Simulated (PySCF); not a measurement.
Si(F)(vinyl)(OH)2 (C2H5FO2Si), SMILES O[Si](O)(F)C=C.

Coordinates come from a B3LYP-D3(BJ)/def2-SVP optimisation. The values are those of a single conformer.

Two levels are set side by side: PBE/def2-TZVP (PySCF) and CAM-B3LYP/def2-TZVP (PySCF). Same geometry, gas phase. Differences are taken from unrounded values.

```tsv
quantity	CAM-B3LYP	PBE	PBE minus CAM-B3LYP
orbital gap (eV)	10.12	5.43	-4.69
highest occupied level (eV)	-9.66	-7.15	2.50
lowest empty level (eV)	0.46	-1.73	-2.19
dipole moment (D)	1.29	1.20	-0.09
mean polarisability (bohr³)	51.3	53.9	2.6
```

PBE's occupied levels lie high since its potential decays too fast outside the molecule; exact exchange lowers them and widens the gap. PBE's more diffuse valence density responds more strongly to a field. Differences between two approximate levels are no errors against the true value.

Rough cost on one machine, each run with all the roots and properties that it gave: CAM-B3LYP against PBE within a factor of 2.
